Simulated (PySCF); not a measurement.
Vertical excitations of a molecule C6H5O, multiplicity 2 from TDA-ωB97X/def2-SVPD (PySCF), as energy in eV (oscillator strength): 3.08 (0.001), 3.36 (0.001), 4.04 (0.000), 4.54 (0.002), 4.79 (0.001), 5.08 (0.005), 5.44 (0.024), 5.52 (0.000), 5.57 (0.002), 6.29 (0.056). Coordinates come from a PBE-D3(BJ)/def2-SVP optimisation. The values are those of a single conformer.

Question: Pick the molecule that these values belong to.
A) Oc1cc[c]cc1
B) [O]c1ccccc1
C) Oc1[c]cccc1
D) Oc1c[c]ccc1

Answer: D, Oc1c[c]ccc1
